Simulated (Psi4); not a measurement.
F3Sc (SMILES [F][Sc]([F])[F]), singlet, geometry from GFN2-xTB (such geometries of metal compounds can be far from the true shape); Psi4 1.11 with B3LYP/3-21G.

Input for Psi4:
```
memory 2 GB

molecule {
0 1
Sc    0.00000000   -0.00000000    0.00000000
F    -1.49196408   -0.92465244    0.06317319
F    -0.00096259    1.62400390   -0.66898447
F     1.49292667   -0.69935146    0.60581128
}

set {
  basis 3-21g
}

energy('b3lyp')
print_variables()
```

Q: Predict the main parts of the log of this Psi4 run.

A: 
```
   => Loading Basis Set <=

    Name: 3-21G
    Role: ORBITAL
    Keyword: BASIS

         ---------------------------------------------------------
                                   SCF
               by Justin Turney, Rob Parrish, Andy Simmonett
                          and Daniel G. A. Smith
                              RKS Reference
         ---------------------------------------------------------

  ==> Geometry <==

    Molecular point group: c2v
    Full point group: C2v

    Geometry (in Angstrom), charge = 0, multiplicity = 1:

       Center              X                  Y                   Z               Mass
    ------------   -----------------  -----------------  -----------------  -----------------
         SC           0.000000000000     0.000000000000     0.000000000000    44.955908280000
         F           -0.000000000000     0.000000000000    -1.756396823825    18.998403162730
         F            0.000000000000    -1.521084272337     0.878198411913    18.998403162730
         F           -0.000000000000     1.521084272337     0.878198411913    18.998403162730

  Running in c2v symmetry.

  Rotational constants: A =      0.19175  B =      0.19175  C =      0.09588 [cm^-1]
  Rotational constants: A =   5748.61938  B =   5748.61935  C =   2874.30968 [MHz]
  Nuclear repulsion =  213.098190528537486

  Charge       = 0
  Multiplicity = 1
  Electrons    = 48
  Nalpha       = 24
  Nbeta        = 24

  ==> Algorithm <==

  SCF Algorithm Type is DF.
  DIIS enabled.
  MOM disabled.
  Fractional occupation disabled.
  Guess Type is SAD.
  Energy threshold   = 1.00e-06
  Density threshold  = 1.00e-06
  Integral threshold = 1.00e-12

  ==> Primary Basis <==

  Basis Set: 3-21G
    Blend: 3-21G
    Number of shells: 26
    Number of basis functions: 56
    Number of Cartesian functions: 56
    Spherical Harmonics?: false
    Max angular momentum: 2

  ==> DFT Potential <==

   => LibXC <=

    Version 7.1.2
    S. Lehtola, C. Steigemann, M. J. T. Oliveira, and M. A. L. Marques,  SoftwareX 7, 1–5 (2018) (10.1016/j.softx.2017.11.002)

   => Composite Functional: B3LYP <=

    B3LYP Hyb-GGA Exchange-Correlation Functional

    P. J. Stephens, F. J. Devlin, C. F. Chabalowski, and M. J. Frisch,  J. Phys. Chem. 98, 11623 (1994) (10.1021/j100096a001)

    Deriv               =              1
    GGA                 =           TRUE
    Meta                =          FALSE

    Exchange Hybrid     =           TRUE
    MP2 Hybrid          =          FALSE

   => Exchange Functionals <=

    0.0800   Slater exchange
    0.7200         Becke 88

   => Exact (HF) Exchange <=

    0.2000               HF

   => Correlation Functionals <=

    0.1900   Vosko, Wilk & Nusair (VWN5_RPA)
    0.8100   Lee, Yang & Parr

   => LibXC Density Thresholds  <==

    XC_HYB_GGA_XC_B3LYP:  1.00E-15

   => Molecular Quadrature <=

    Radial Scheme          =       TREUTLER
    Pruning Scheme         =           NONE
    Nuclear Scheme         =       TREUTLER

    Blocking Scheme        =         OCTREE
    BS radius alpha        =              1
    Pruning alpha          =              1
    Radial Points          =             75
    Spherical Points       =            302
    Total Points           =          88011
    Total Blocks           =            723
    Max Points             =            256
    Max Functions          =             54
    Weights Tolerance      =       1.00E-15

   => Loading Basis Set <=

    Name: (3-21G AUX)
    Role: JKFIT
    Keyword: DF_BASIS_SCF

  ==> Integral Setup <==

  SCF_SUBTYPE=INCORE selected. In-core MEM_DF algorithm will be used.
  Using in-core AOs.

  ==> MemDFJK: Density-Fitted J/K Matrices <==

    J tasked:                   Yes
    K tasked:                   Yes
    wK tasked:                   No
    Algorithm:                 Core
    Schwarz Cutoff:           1E-12
    Mask sparsity (%):       5.7398
    Fitting Condition:        1E-10

   => Auxiliary Basis Set <=

  Basis Set: (3-21G AUX)
    Blend: DEF2-UNIVERSAL-JKFIT
    Number of shells: 133
    Number of basis functions: 656
    Number of Cartesian functions: 656
    Spherical Harmonics?: false
    Max angular momentum: 6

  Minimum eigenvalue in the overlap matrix is 3.7188865632E-03.
  Reciprocal condition number of the overlap matrix is 8.7687786469E-04.
    Using symmetric orthogonalization.

  ==> Pre-Iterations <==

  SCF Guess: Superposition of Atomic Densities via on-the-fly atomic UHF (no occupation information).

   -------------------------
    Irrep   Nso     Nmo
   -------------------------
     A1        27      27
     A2         4       4
     B1        10      10
     B2        15      15
   -------------------------
    Total      56      56
   -------------------------

  ==> Iterations <==

                           Total Energy        Delta E     RMS |[F,P]|

   @DF-RKS iter SAD: -1053.84339544737350   -1.05384e+03   0.00000e+00
   @DF-RKS iter   1: -1054.90213360349139   -1.05874e+00   2.85396e-02 ADIIS/DIIS
   @DF-RKS iter   2: -1051.80246074150887    3.09967e+00   1.00488e-01 ADIIS
   @DF-RKS iter   3: -1054.94204641584429   -3.13959e+00   2.74677e-02 ADIIS/DIIS
   @DF-RKS iter   4: -1055.18648865114619   -2.44442e-01   6.55743e-04 ADIIS/DIIS
   @DF-RKS iter   5: -1055.18650164395876   -1.29928e-05   6.23626e-04 ADIIS/DIIS
   @DF-RKS iter   6: -1055.18663627442288   -1.34630e-04   3.38333e-05 DIIS
   @DF-RKS iter   7: -1055.18663657705088   -3.02628e-07   6.18748e-06 DIIS
   @DF-RKS iter   8: -1055.18663659250024   -1.54494e-08   7.37140e-07 DIIS
  Energy and wave function converged.

  ==> Post-Iterations <==

   Electrons on quadrature grid:
      Ntotal   =   48.0000453535 ; deviation = 4.535e-05

    Orbital Energies [Eh]
    ---------------------

    Doubly Occupied:

       1A1  -160.603965     2A1   -24.500711     1B2   -24.500708
       3A1   -24.500697     4A1   -17.559988     1B1   -14.443143
       5A1   -14.441683     2B2   -14.441683     6A1    -2.109910
       7A1    -1.331533     3B2    -1.331532     2B1    -1.295401
       8A1    -1.096744     4B2    -1.051395     9A1    -1.051392
       5B2    -0.400948    10A1    -0.400934    11A1    -0.387442
       3B1    -0.373654     1A2    -0.373651     4B1    -0.364035
       6B2    -0.347193    12A1    -0.343097     7B2    -0.343081

    Virtual:

      13A1    -0.067352     5B1     0.002493     6B1     0.011926
       2A2     0.011926    14A1     0.023601     8B2     0.029864
      15A1     0.029864     9B2     0.086302    16A1     0.086306
       7B1     0.111018    17A1     0.167494    10B2     0.217271
      18A1     0.217278    19A1     0.638098     3A2     1.131171
       8B1     1.131174    20A1     1.198229    21A1     1.261495
      11B2     1.261500    12B2     1.833585     9B1     1.935176
       4A2     1.942002    10B1     1.942006    13B2     1.953000
      22A1     1.953006    14B2     2.037282    23A1     2.037299
      24A1     2.091413    15B2     3.403775    25A1     3.403799
      26A1     3.447495    27A1    12.251666

    Final Occupation by Irrep:
             A1    A2    B1    B2
    DOCC [    12,    1,    4,    7 ]
    NA   [    12,    1,    4,    7 ]
    NB   [    12,    1,    4,    7 ]

  @DF-RKS Final Energy: -1055.18663659250024

   => Energetics <=

    Nuclear Repulsion Energy =            213.0981905285374864
    One-Electron Energy =               -1880.8754832289923797
    Two-Electron Energy =                 669.4845200227977102
    DFT Exchange-Correlation Energy =     -56.8938639148431662
    Empirical Dispersion Energy =           0.0000000000000000
    VV10 Nonlocal Energy =                  0.0000000000000000
    Total Energy =                      -1055.1866365925002356

Computation Completed

Properties will be evaluated at   0.000000,   0.000000,   0.000000 [a0]

Properties computed using the SCF density matrix

 Multipole Moments:

 ------------------------------------------------------------------------------------
     Multipole            Electronic (a.u.)      Nuclear  (a.u.)        Total (a.u.)
 ------------------------------------------------------------------------------------

 L = 1.  Multiply by 2.5417464519 to convert [e a0] to [Debye]
 Dipole X            :          0.0000000            0.0000000            0.0000000
 Dipole Y            :          0.0000000            0.0000000            0.0000000
 Dipole Z            :          0.0000494            0.0000000            0.0000494
 Magnitude           :                                                    0.0000494

 ------------------------------------------------------------------------------------

  Variable Map:
  ----------------------------------------------------------------------------
  "CURRENT ENERGY"              =>   -1055.186636592500
  "CURRENT REFERENCE ENERGY"    =>   -1055.186636592500
  "DD SOLVATION ENERGY"         =>       0.000000000000
  "DFT FUNCTIONAL TOTAL ENERGY" =>   -1055.186636592500
  "DFT TOTAL ENERGY"            =>   -1055.186636592500
  "DFT VV10 ENERGY"             =>       0.000000000000
  "DFT XC ENERGY"               =>     -56.893863914843
  "GRID ELECTRONS ALPHA"        =>      24.000022676758
  "GRID ELECTRONS BETA"         =>      24.000022676758
  "GRID ELECTRONS TOTAL"        =>      48.000045353515
  "NUCLEAR REPULSION ENERGY"    =>     213.098190528537
  "ONE-ELECTRON ENERGY"         =>   -1880.875483228992
  "PCM POLARIZATION ENERGY"     =>       0.000000000000
  "PE ENERGY"                   =>       0.000000000000
  "SCF ITERATION ENERGY"        =>   -1055.186636592500
  "SCF ITERATIONS"              =>       8.000000000000
  "SCF TOTAL ENERGY"            =>   -1055.186636592500
  "TWO-ELECTRON ENERGY"         =>     669.484520022798
  "XC GRID RADIAL POINTS"       =>      75.000000000000
  "XC GRID SPHERICAL POINTS"    =>     302.000000000000
  "XC GRID TOTAL POINTS"        =>   88011.000000000000

  Array Variable Map:
  ----------------------------------------------------------------------------
  "CURRENT DIPOLE"              =>       0.000000000000 ... 0.000049387364 1 by 3
  "SCF DIPOLE"                  =>       0.000000000000 ... 0.000049387364 1 by 3
  "SCF TOTAL ENERGIES"          =>   -1053.843395447373 ... -1055.186636592500 1 by 9
```
